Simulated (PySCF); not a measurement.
(1S)-1-bromo-1-chloroethane (C2H4BrCl), SMILES C[C@@H](Cl)Br. Geometry: PBE-D3(BJ)/def2-SVP.

Method: PBE-D3(BJ)/def2-SVP (PySCF 2.14.0).

Harmonic wavenumbers (cm⁻¹): 213, 264, 288, 371, 550, 653, 949, 1019, 1072, 1159, 1239, 1339, 1398, 1406, 2982, 3072, 3079, 3097. Rotational constants (GHz): 5.949, 1.930, 1.518; symmetry number 1.

**Question.** Work out the zero-point energy and the ideal-gas rigid-rotor harmonic-oscillator thermochemistry at 298.15 K and 1 atm.

**Answer.** ZPE = ½ Σ hcν = ½ × 24149 cm⁻¹ = 144.44 kJ/mol. H − E(el) = 160.32 kJ/mol. Entropy in J/(mol K): translation 170.68, rotation 114.28, vibration 31.53, total 316.49. G − E(el) = 65.96 kJ/mol. Cp = 78.04 J/(mol K).
